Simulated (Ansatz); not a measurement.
Start from `[OH][GeH2][NH][SiH](O)F` and change one atom or group to get `O[SiH](F)NBS`.

Ansatz, PBE0-D4/def2-TZVP geometries, multiplicity 1. Each molecule was computed in one conformer, which needn't be the lowest.

Scalar relativity is left out up to krypton.

| property | `[OH][GeH2][NH][SiH](O)F` |
| --- | --- |
| HOMO energy (B3LYP/def2-TZVPP) / eV | -7.79 |
| LUMO energy (ωB97M-V/def2-TZVPP) / eV | 1.64 |
| HOMO–LUMO gap (PBE/def2-TZVPP) / eV | 5.74 |
| size of the dipole moment (PBE/def2-TZVPP) / D | 3.84 |
| HOMO energy (PBE/def2-TZVPP) / eV | -6.62 |
| LUMO energy (B3LYP/def2-TZVPP) / eV | -0.32 |

Give the same properties after the change, and the shifts. (Estimate.)

The calculation gave: 
```
                                      property  `O[SiH](F)NBS`  shift
           HOMO energy (B3LYP/def2-TZVPP) / eV           -7.38   0.41
         LUMO energy (ωB97M-V/def2-TZVPP) / eV            1.66   0.02
           HOMO–LUMO gap (PBE/def2-TZVPP) / eV            5.27  -0.47
size of the dipole moment (PBE/def2-TZVPP) / D            1.19  -2.65
             HOMO energy (PBE/def2-TZVPP) / eV           -6.42   0.20
           LUMO energy (B3LYP/def2-TZVPP) / eV           -0.42  -0.10
```

With PBE0 the HOMO rises by 0.40 eV and the LUMO falls by 0.22 eV, so the gap narrows by about 0.62 eV. PBE moves the HOMO by 0.20 eV and ωB97M-V by 0.58 eV. Dipoles are sizes alone; their direction can turn.

B3LYP here is the variant with VWN-RPA as its local correlation; programs differ in this.
